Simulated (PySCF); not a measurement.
O₂Se, SMILES O=[Se]=O (connectivity only; charge and spin as stated), charge -1, multiplicity 2.

The structure is a stationary point at TPSSh-D3(BJ)/def2-SVPD. The spin state was assumed, not searched.

All values below come from PBE/def2-TZVPD (PySCF).

The molecule is in vacuum. A positive occupied level means that this level leaves the electron formally unbound; only the finite basis holds it.

total energy: -2551.58570 hartree
point group: C2v
α spin, highest occupied and lowest empty level: 1.31 and 3.41 eV
β spin, highest occupied and lowest empty level: -0.69 and 2.23 eV
dipole moment about the centre of nuclear charge: 2.77 D
mean static polarisability: 57.2 bohr³ (8.48 Å³)
polarisability, principal values: 50.7, 54.9, 66.0 bohr³
⟨S²⟩: 0.752 (pure state 0.75)
